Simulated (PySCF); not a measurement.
triplet methylene (CH2), triplet, at a GFN2-xTB geometry. Base run: SVWN5/def2-SV(P) run with PySCF.

Here is a job for PySCF.
```python
from pyscf import gto, scf, dft

mol = gto.Mole()
mol.atom = '''
    C     0.003869    0.000665    0.101501
    H     0.000461    0.979088   -0.311393
    H    -0.023676   -0.983080   -0.297611
'''
mol.basis = 'def2-sv(p)'
mol.charge = 0
mol.spin = 2
mol.verbose = 4
mol.build()

mf = dft.UKS(mol)
mf.xc = 'lda,vwn'
mf.kernel()
```

Variants of this job, named by their change:

| change | ΔE vs base (µEh) | fitting functions | dipole (D) |
|---|---|---|---|
| base | 0.0 | - | 0.69 |
| auxbasis = def2-universal-jkfit | -14.9 | 111 | 0.69 |
| auxbasis = def2-svp-ri | -1568 | 76 | 0.69 |
| auxbasis = def2-universal-jfit | -38.6 | 71 | 0.69 |
| auxbasis = even-tempered beta=3.0 | -282 | 88 | 0.69 |
| auxbasis = even-tempered beta=2.0 | -84.1 | 135 | 0.69 |
| auxbasis = cc-pvdz-jkfit | -22.4 | 116 | 0.69 |
| auxbasis = even-tempered beta=1.6 | -55.3 | 198 | 0.69 |
| auxbasis = default (with mf = mf.density_fit()) | -38.6 | 71 | 0.69 |
| auxbasis = autoaux | -156 | 129 | 0.69 |

A fitting set is made for a task (jfit for Coulomb, jkfit for Coulomb and exchange, ri for correlation) and for a family of orbital bases.

Open shells are given as the SCF converged; they aren't shown to be the lowest states, and a large step between rows can be another state.
